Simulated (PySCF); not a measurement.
# How methods differ on the ionisation energy of Se³⁰⁺

Se³⁰⁺ [He] 2s2 (1S) → Se³¹⁺ [He] 2s1 (2S), as a difference of total energies. Computed with PySCF 2.14 in an even-tempered Gaussian basis (17 s from 9.9 bohr⁻², ratio 2.2; 8 p from 15 bohr⁻², ratio 2.4; 5 d from 46 bohr⁻², ratio 2.4; 5 f from 69 bohr⁻², ratio 2.4; 4 g from 100 bohr⁻², ratio 2.4), with the non-relativistic Hamiltonian (point nucleus). Correlated levels: nothing frozen; virtual orbitals above 40 to 60 times the deepest correlated orbital energy dropped. The calculations carry no spin-orbit coupling.

| method | ionisation energy (eV) |
| --- | --- |
| UHF | 3437.2 |
| PBE | 3441.1 |
| PBE0 | 3440.5 |
| r2SCAN | 3436.6 |
| TPSS | 3440.8 |
| MP2 (all electrons) | 3443.4 |
| SCS-MP2 (all electrons) | 3444.5 |

Task: Estimate what M06-2X gives.

Result: 3442.4 eV, closest to MP2 (all electrons) among the rows shown.

Task: Estimate what LDA gives.

Result: 3435.7 eV, closest to r2SCAN among the rows shown.

The gap to the reference is mostly relativistic.

For comparison: 3507 ± 3 eV (semi-empirical (NIST evaluation); NIST Atomic Spectra Database, ionization energies).
